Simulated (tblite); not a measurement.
Species: C9H7N3.
Structure used (GFN2-xTB), in Å, numbered top down from 1:
```xyz
19
C9H7N3 angstrom
C     -2.9347   -0.1016    0.0885
C     -2.2787    1.1115    0.2207
C     -0.8985    1.1641    0.1758
C     -0.1564   -0.0041    0.0077
C      1.3025    0.0463   -0.0394
C      2.1261   -0.9361    0.5209
N      3.4438   -0.8627    0.4516
N      4.0171    0.1421   -0.1218
N      3.3406    1.1000   -0.6616
C      2.0192    1.0799   -0.6519
C     -0.8237   -1.2218   -0.1173
C     -2.2044   -1.2663   -0.0825
H     -4.0132   -0.1392    0.1176
H     -2.8445    2.0209    0.3578
H     -0.3902    2.1099    0.2937
H      1.7260   -1.7920    1.0477
H      1.5293    1.9013   -1.1572
H     -0.2581   -2.1297   -0.2683
H     -2.7120   -2.2134   -0.1892
```

Calculated harmonic vibrations of the isolated species, GFN2-xTB (tblite), most abundant isotopes, no scaling. Errors from tens to a few hundred cm⁻¹ against measured bands are possible. One conformer, not necessarily the lowest.

Harmonic wavenumbers (cm⁻¹): 65.6, 70.7, 106.7, 193.8, 294.8, 312.0, 315.5, 369.9, 453.6, 531.0, 588.4, 606.6, 646.4, 667.6, 752.4, 754.2, 781.9, 849.1, 874.3, 904.8, 920.2, 929.9, 933.8, 972.8, 1042.0, 1060.8, 1080.2, 1091.9, 1122.5, 1136.5, 1181.3, 1189.4, 1200.9, 1280.2, 1282.3, 1317.7, 1341.9, 1383.4, 1426.7, 1470.9, 1477.2, 1503.8, 1579.7, 1595.7, 3057.0, 3058.1, 3080.0, 3080.2, 3087.2, 3092.5, 3100.3.

A = 3055, B = 556.3, C = 485.7 MHz; mass 157.064 u (most abundant isotopes); point group C2, symmetry number 2.

What is the zero-point energy?

Half the sum of the wavenumbers: 30608 cm⁻¹ = 87.51 kcal/mol.

Give the ideal-gas entropy at 500 K and 1 bar in the rigid-rotor, harmonic-oscillator model (classical rotation).

Translation 43.66, rotation 30.51, vibration 45.34: S = 119.5 cal/(mol K).

And Cp and H(500 K) − H(0)?

Cp = 59.34 cal/(mol K), of which vibrations give 51.40 (their classical limit is 51 R = 101.3); H(500 K) − H(0) = 16.32 kcal/mol without the zero-point energy, 12.35 from vibrations.

Which modes carry the vibrational entropy at 500 K?

65.6 cm⁻¹: 5.30; 70.7 cm⁻¹: 5.15; 106.7 cm⁻¹: 4.34; 193.8 cm⁻¹: 3.17; 294.8 cm⁻¹: 2.37; 312.0 cm⁻¹: 2.27 cal/(mol K); the other 45 give 22.72 together.

What must be added to the electronic energy to get the Gibbs energy at 500 K and 1 bar?

ZPE + [H(500 K) − H(0)] − T·S = 87.51 + 16.32 − 59.75 = 44.08 kcal/mol.

How do the functions run with temperature in this model?

| T (K) | S (cal/(mol K)) | Cp (cal/(mol K)) | H − H(0) (kcal/mol) | G − H(0) (kcal/mol) | ln q(vib) |
| --- | --- | --- | --- | --- | --- |
| 100 | 67.9 | 16.3 | 1.19 | -5.60 | 1.29 |
| 200 | 82.1 | 26.1 | 3.29 | -13.12 | 3.36 |
| 300 | 94.8 | 37.9 | 6.48 | -21.97 | 5.57 |
| 800 | 152.0 | 78.3 | 37.29 | -84.31 | 17.83 |
| 1000 | 170.3 | 85.8 | 53.75 | -116.58 | 22.57 |

q(vib) and H(0) count from the zero-point level.

Hindered rotation and anharmonicity are outside this model. Other conformers, if any are populated, would add a mixing term that is left out. The structure is chiral; the term R ln 2 for an equal mix with its mirror image is left out.
